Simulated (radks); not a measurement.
Values are calculated unless marked as measured or tabulated.
Q: The mean radii <r> (bohr) of the occupied orbitals of an atom or ion are listed with their occupations. Code: a radial shooting solver on a logarithmic mesh with Libxc functionals. Model: Dirac Kohn-Sham, BLYP, spin-unpolarised, spherical densities, finite nucleus; Fermi nuclear charge, rms radius of each element as measured or else 0.836 A^(1/3) + 0.57 fm.

| orbital | occ. | <r> |
|---|---|---|
| 1s1/2 | 2 | 0.02457 |
| 2s1/2 | 2 | 0.1035 |
| 2p1/2 | 2 | 0.08682 |
| 2p3/2 | 4 | 0.09279 |
| 3s1/2 | 2 | 0.2532 |
| 3p1/2 | 2 | 0.2401 |
| 3p3/2 | 2 | 0.2492 |

Name the element and its charge. Open shells, if any, fill j = l - 1/2 first.

A: Z = 58, cerium, charge +42: Ce42+ in [Ne] 3s2 3p4. The 1s radius gives Z: for a bare nucleus <r> = (2 gamma + 1)/(2Z) with gamma = sqrt(1 - (Z/c)^2), 0.02424 bohr for Z = 58, and screening makes it slightly larger (0.02457 here). The occupations add up to 16, and the charge is Z minus that.
